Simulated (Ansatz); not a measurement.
Calculated with Ansatz (gas phase, PBE0-D4/def2-TZVP geometries, no zero-point term in ΔE). CCSD(T)/CBS is the MP2 limit (def2-TZVPP, def2-QZVPP) plus CCSD(T) − MP2 in def2-TZVPP, frozen cores. This one scheme is used for every species. Functionals use def2-TZVPP. B3LYP here is the variant with VWN-RPA as its local correlation; programs differ in this. HSE06 is defined as in plane-wave codes. One conformer a species, not always the lowest.

Reaction (formal hydrolysis of the Si–Si bond): `N[Si](N)([SiH3])Cl` + H₂O → `N[Si](N)(O)Cl` + SiH₄

Problem. Is it downhill or uphill in electronic energy at CCSD(T)/CBS, and by how much? (Estimate.)

Solution. Ansatz gave: Downhill: ΔE = -121.4 kJ/mol.

Problem. What do these levels give: r2SCAN-D4, ωB97X-V, ωB97M-V, PBE-QIDH, revPBE, B3LYP, HSE06, RPA@PBE/def2-TZVPP, CCSD(T)/def2-SVP, SCS-MP2/def2-TZVPP, HF/def2-QZVPP, MP2/CBS(def2)? (An estimate is asked.)

Solution. Computed: r2SCAN-D4 -123.4, ωB97X-V -125.3, ωB97M-V -130.8, PBE-QIDH -123.9, revPBE -103.0, B3LYP -129.0, HSE06 -113.3, RPA@PBE/def2-TZVPP -125.6, CCSD(T)/def2-SVP -125.9, SCS-MP2/def2-TZVPP -134.5, HF/def2-QZVPP -153.1, MP2/CBS(def2) -125.6 kJ/mol.

Largest T1 diagnostic among the species: 0.011.

From r2SCAN to r2SCAN0 (25 % exact exchange), in def2-TZVPP and without D4, ΔE moves by −3.4 kJ/mol. In def2-TZVPP, CCSD(T) changes the Hartree–Fock value by +26.6 kJ/mol (the triples alone add +3.9 kJ/mol) and MP2 by +22.3 kJ/mol. The D4 term adds +6.2 kJ/mol with B3LYP and +3.8 kJ/mol with PBE0; it sums over pairs of atoms, weighted by their polarisabilities, and B3LYP, whose exchange is more repulsive, gets the larger term.
